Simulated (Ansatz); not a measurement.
A single point on CH6OSn (`O[CH2][SnH3]`).

```yaml
crystal:
  periodic: [false, false, false]
  atoms:
    - {symbol: O, position_ang: [-1.412247, 1.040861, -0.629318]}
    - {symbol: C, position_ang: [-0.013650, 0.868809, -0.520110]}
    - {symbol: Sn, position_ang: [0.524505, -0.843560, 0.707381]}
    - {symbol: H, position_ang: [-1.781730, 0.286727, -1.094589]}
    - {symbol: H, position_ang: [0.375185, 1.768411, -0.041718]}
    - {symbol: H, position_ang: [0.470420, 0.785500, -1.500159]}
    - {symbol: H, position_ang: [-0.405908, -2.170216, 0.149911]}
    - {symbol: H, position_ang: [2.185593, -1.227844, 0.565299]}
    - {symbol: H, position_ang: [0.146234, -0.554887, 2.346403]}
basis:
  gaussian: {orbitals: def2-QZVPP}
correlation: {method: mp2}
```

```sh
$ ansatz run in.yaml --threads 2 --pin off --events-out ev --progress --plain --max-ram 4352MiB
```

It prints (some lines left out):

```
Functional definition: HF
2275 factors; integrals over basis functions are off by at most 7.9e-4 eV
mean field evaluation 1: about -8965.6655 eV, gradient 3.3e1 eV
mean field evaluation 2: about -8965.7362 eV, gradient 3.3e1 eV
mean field evaluation 4: about -8968.3018 eV, gradient 3.3e0 eV
mean field evaluation 8: about -8968.3409 eV, gradient 2.2e-1 eV
mean field -8968.34105176 eV, -329.5804546923 hartree, gradient 1.8e-6 eV, S^2 0.000000; 0 other end points of the search recorded, 0 dependent functions left out
6 core orbitals not correlated: weight in the atoms' cores, before any rotation towards them, 1.000 or more for the frozen orbitals, at most 0.000 for the correlated occupied ones
reference -8968.34105176 eV, -329.5804546923 hartree; 15, 15 occupied and 355, 355 virtual orbitals, 2275 factors
second order -27.30264581 eV of doubles, -0.00000000 eV of singles
Total energy: -8995.64369757 eV, -330.5838084194 hartree
```

Hardware: 2 threads of an Intel Xeon on a shared host. Wall time 15 s, peak host memory 1.6 GiB.
